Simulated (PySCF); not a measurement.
Mean polarisability (bohr³) of eight silicon and germanium compounds: PBE beside M06-2X, computed with PySCF for isolated molecules in the bases named; differences from unrounded values. The eight are the first of their class met in an unordered collection, after screening for sound electronic states; none was chosen by its value. Each molecule has one DFT geometry for both levels.

```json
[
 {"molecule": "Si(F)2(Me)(NCO) (C2H3F2NOSi), SMILES C[Si](F)(F)N=C=O", "basis": "def2-TZVP", "M06-2X": "52.1", "PBE": "55.3", "difference": "3.2"},
 {"molecule": "C2H4ClNOSi, SMILES C1[Si@@](O)(Cl)CN=1", "basis": "def2-TZVP", "M06-2X": "65.1", "PBE": "(withheld)", "difference": "(withheld)"},
 {"molecule": "CH4F2O2Si, SMILES O[Si](OC)(F)F", "basis": "def2-TZVP", "M06-2X": "38.8", "PBE": "(withheld)", "difference": "(withheld)"},
 {"molecule": "C3H8ClFSi, SMILES [Si@H](Cl)(F)CCC", "basis": "def2-TZVP", "M06-2X": "71.3", "PBE": "(withheld)", "difference": "(withheld)"},
 {"molecule": "C3H10FNSi, SMILES CC(C)(F)[SiH2]N", "basis": "def2-TZVP", "M06-2X": "70.4", "PBE": "74.5", "difference": "4.1"},
 {"molecule": "Si(F)(Cl)(Br)(OH) (BrClFHOSi), SMILES O[Si](F)(Cl)Br", "basis": "def2-TZVP", "M06-2X": "54.5", "PBE": "57.4", "difference": "2.9"},
 {"molecule": "C2H4ClFOSi, SMILES O=CC[Si@@H](F)Cl", "basis": "def2-TZVP", "M06-2X": "59.2", "PBE": "62.9", "difference": "3.7"},
 {"molecule": "Ge(H)3(OAc) (C₂H₆GeO₂), SMILES CC(=O)[O][GeH3]", "basis": "def2-TZVP", "M06-2X": "58.7", "PBE": "62.9", "difference": "4.1"}
]
```

Q: Complete the blanks. (Estimate from the structure and the level; the computed values follow.)

A: 
- CH4F2O2Si, SMILES O[Si](OC)(F)F, PBE: 41.7
- CH4F2O2Si, SMILES O[Si](OC)(F)F, difference: 3.0
- C3H8ClFSi, SMILES [Si@H](Cl)(F)CCC, PBE: 75.0
- C3H8ClFSi, SMILES [Si@H](Cl)(F)CCC, difference: 3.7
- C2H4ClNOSi, SMILES C1[Si@@](O)(Cl)CN=1, PBE: 68.8
- C2H4ClNOSi, SMILES C1[Si@@](O)(Cl)CN=1, difference: 3.7

PBE lies below M06-2X in 0 and above it in 8 of the eight; the mean signed difference is 3.6 and the largest 4.1 bohr³.
